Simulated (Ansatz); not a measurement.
A cut through the energy surface

BH3SeO (SMILES B[Se]O), singlet, at its PBE0-D4/def2-TZVP minimum:

| atom | x (Å) | y (Å) | z (Å) |
| --- | --- | --- | --- |
| B1 | -0.9213 | -0.0597 | -0.6031 |
| Se2 | 0.4785 | -1.0523 | 0.1533 |
| O3 | 1.2395 | 0.0973 | 1.3175 |
| H4 | -1.5837 | -0.6698 | -1.3866 |
| H5 | -1.1040 | 1.0774 | -0.3061 |
| H6 | 1.8910 | 0.6070 | 0.8250 |

The dihedral angle H4–B1–Se2–O3 (-177.9° at the minimum) is set to the values below, the two halves turning rigidly about the central bond. Each method's energies count from its own value at the PBE0-D4 minimum structure. Ansatz 0.2.0; basis: def2-TZVPP; cores frozen in the correlated methods. Filled d shells of the heavier atoms are correlated. The def2 sets are not built for correlating such inner shells, so the correlated values are less sure here.

CCSD(T) energies along the scan:
```tsv
dihedral angle (°)	CCSD(T) (kcal/mol)
-164.2	1.235
-138.5	9.848
-112.8	24.309
-87.0	33.913
-61.3	23.547
-35.6	9.524
-9.9	1.575
```
They count from the CCSD(T) energy at the PBE0-D4 minimum.

Largest difference from the CCSD(T) curve over the scan: r2SCAN-D4 2.492; HF 3.518; MP2 0.450 kcal/mol. Each curve counts from its own value at the minimum.

T1 diagnostic: at most 0.019.

For scale, one of the runs: CCSD(T)/def2-TZVPP, 152 basis functions (an equivalent command: `ansatz run in.yaml --threads 2`). Time: 12 s of wall clock on 2 CPU threads; the host was shared. Peak host memory: 1.1 GiB.
